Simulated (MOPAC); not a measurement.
Input for MOPAC: PM6 on GeH4 (SMILES [GeH4]).

```
PM6 1SCF PRECISE CHARGE=0 THREADS=1
GeH4

Ge    -0.09412367 1     0.07716543 1     3.72297272 1
H      0.10076402 1    -1.43928620 1     3.83299942 1
H     -1.32903427 1     0.39246251 1     2.86393033 1
H      1.14780222 1     0.74396510 1     3.11996314 1
H     -0.33330187 1     0.65326507 1     5.13292620 1
```

It printed:

```
*******************************************************************************
 **                                                                           **
 **                              MOPAC v23.2.5                                **
 **                                                                           **
 *******************************************************************************
 ** MOPAC's Digital Object Identifier: https://doi.org/10.5281/zenodo.6511958 **
 **                                                                           **
 ** Please cite the open-source release paper for use of this MOPAC version:  **
 ** J. E. Moussa and J. J. P. Stewart (2026)                                  **
 ** MOPAC: An open-source semiempirical molecular orbital program             **
 ** J. Open Source Softw., 11(119), 8025, https://doi.org/10.21105/joss.08025 **
 *******************************************************************************

                              PM6 CALCULATION RESULTS

 *******************************************************************************
 *  PM6        - The PM6 Hamiltonian to be used
 *
 *
 *
 *                 CHARGE ON SYSTEM = 0
 *
 *
 *
 *  PRECISE    - TIGHTER CRITERIA TO BE USED
 *  1SCF       - DO 1 SCF AND THEN STOP
 *  THREADS=1  - MULTI-THREADING NOT USED
 *  T=         - A TIME OF 172800.0 SECONDS REQUESTED
 *  DUMP=N     - RESTART FILE WRITTEN EVERY 7200.0 SECONDS REQUESTED
 *******************************************************************************
PM6 1SCF PRECISE CHARGE=0 THREADS=1
 GeH4

   ATOM   CHEMICAL          X               Y               Z
  NUMBER   SYMBOL      (ANGSTROMS)     (ANGSTROMS)     (ANGSTROMS)

     1      Ge         -0.09412367  *   0.07716543  *   3.72297272  *
     2       H          0.10076402  *  -1.43928620  *   3.83299942  *
     3       H         -1.32903427  *   0.39246251  *   2.86393033  *
     4       H          1.14780222  *   0.74396510  *   3.11996314  *
     5       H         -0.33330187  *   0.65326507  *   5.13292620  *



          CARTESIAN COORDINATES

    NO.       ATOM           X           Y           Z

     1        Ge         -0.0941      0.0772      3.7230
     2         H          0.1008     -1.4393      3.8330
     3         H         -1.3290      0.3925      2.8639
     4         H          1.1478      0.7440      3.1200
     5         H         -0.3333      0.6533      5.1329

 General Reference for PM6:
 "Optimization of Parameters for Semiempirical Methods V: Modification of NDDO Approximations
 and Application to 70 Elements", J. J. P. Stewart, J. Mol. Mod., 13, 1173-1213 (2007)
 URL: https://link.springer.com/article/10.1007/s00894-007-0233-4

           Empirical Formula: H4 Ge  =     5 atoms



      MOLECULAR POINT GROUP   :   C1


      RHF CALCULATION, NO. OF DOUBLY OCCUPIED LEVELS = 4


 -------------------------------------------------------------------------------
 PM6 1SCF PRECISE CHARGE=0 THREADS=1
 GeH4



     1SCF WAS SPECIFIED, SO BFGS WAS NOT USED
     SCF FIELD WAS ACHIEVED


                              PM6 CALCULATION
                                                       MOPAC v23.2.5 Linux




          FINAL HEAT OF FORMATION =         17.43688 KCAL/MOL =      72.95592 KJ/MOL


          COSMO AREA              =         80.12 SQUARE ANGSTROMS
          COSMO VOLUME            =         65.54 CUBIC ANGSTROMS

          IONIZATION POTENTIAL    =         12.075232 EV
          HOMO LUMO ENERGIES (EV) =        -12.075  2.287
          NO. OF FILLED LEVELS    =          4
          MOLECULAR WEIGHT        =         76.6216         POINT GROUP:  C1

          MOLECULAR DIMENSIONS (Angstroms)

            Atom       Atom       Distance
            H     4    H     2     2.52414
            H     3    H     5     2.49155
            H     2    H     3     1.77436


          SCF CALCULATIONS        =          1





   ATOM   CHEMICAL          X               Y               Z
  NUMBER   SYMBOL      (ANGSTROMS)     (ANGSTROMS)     (ANGSTROMS)

     1      Ge         -0.09412367  *   0.07716543  *   3.72297272  *
     2       H          0.10076402  *  -1.43928620  *   3.83299942  *
     3       H         -1.32903427  *   0.39246251  *   2.86393033  *
     4       H          1.14780222  *   0.74396510  *   3.11996314  *
     5       H         -0.33330187  *   0.65326507  *   5.13292620  *

                             CARTESIAN COORDINATES

   1   Ge       -0.094123670     0.077165430     3.722972720
   2    H        0.100764020    -1.439286200     3.832999420
   3    H       -1.329034270     0.392462510     2.863930330
   4    H        1.147802220     0.743965100     3.119963140
   5    H       -0.333301870     0.653265070     5.132926200


           Empirical Formula: H4 Ge  =     5 atoms



      MOLECULAR POINT GROUP   :   C1


                  EIGENVALUES
 -19.37762 -12.19551 -12.15985 -12.07523   2.28709   2.34414   2.36922   3.59271


              NET ATOMIC CHARGES AND DIPOLE CONTRIBUTIONS

  ATOM NO.   TYPE          CHARGE      No. of ELECS.   s-Pop       p-Pop
    1         Ge          -0.565909        4.5659     1.22163     3.34428
    2          H           0.142256        0.8577     0.85774
    3          H           0.141470        0.8585     0.85853
    4          H           0.142085        0.8579     0.85792
    5          H           0.140098        0.8599     0.85990
 DIPOLE           X         Y         Z       TOTAL
 POINT-CHG.    -0.019     0.021     0.029     0.040
 HYBRID        -0.006     0.007     0.010     0.014
 SUM           -0.025     0.028     0.039     0.054


          ATOMIC ORBITAL ELECTRON POPULATIONS

     Atom    s        px        py        pz
    1 Ge   1.22163   1.11408   1.11353   1.11667
    2  H   0.85774
    3  H   0.85853
    4  H   0.85792
    5  H   0.85990

 **********************
 *                    *
 * JOB ENDED NORMALLY *
 *                    *
 **********************




 == MOPAC DONE ==
```

The run finished.

Cost: roughly 0.03 core-seconds.
